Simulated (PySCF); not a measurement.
Fractional electron number in Rh+ (rhodium, charge +1)

The 4d beta orbital of [Kr] 4d8 is emptied in steps (occupation f), with all orbitals relaxed, ending at [Kr] 4d7. Computed with PySCF 2.14 in def2-TZVPPD with the def2 core potential (28 electrons), with scalar relativity through the core potential. The exact energy is a straight line in f; departures are measured from the line between the end points of the same method.

```
  f  PBE0 (eV)  r2SCAN (eV)  LC-wPBE (eV)
  1      0.000        0.000         0.000
0.9     -0.339       -0.465        -0.079
0.7     -0.796       -1.089        -0.190
0.5     -0.953       -1.300        -0.230
0.3     -0.805       -1.094        -0.197
0.1     -0.347       -0.468        -0.086
  0      0.000        0.000         0.000
```

```
 method  E(f=0) − E(f=1) (eV)  −ε at f=1 (eV)  −ε at f=0.5 (eV)
   PBE0                18.348          14.597            18.321
 r2SCAN                18.278          13.122            18.264
LC-wPBE                18.250          17.379            18.228
```

Orbital energy along the path (eV):

| f | PBE0 | r2SCAN | LC-wPBE |
| --- | --- | --- | --- |
| 1 | -14.597 | -13.122 | -17.379 |
| 0.9 | -15.325 | -14.135 | -17.534 |
| 0.7 | -16.807 | -16.187 | -17.868 |
| 0.5 | -18.321 | -18.264 | -18.228 |
| 0.3 | -19.860 | -20.359 | -18.607 |
| 0.1 | -21.421 | -22.448 | -19.006 |
| 0 | -22.205 | -23.471 | -19.212 |

Reference removal energy between the ground levels: 18.08 eV (semi-empirical (NIST evaluation); NIST Atomic Spectra Database, ionization energies). The calculation has no spin-orbit coupling. The determinant left behind need not be the lowest term of the ion.
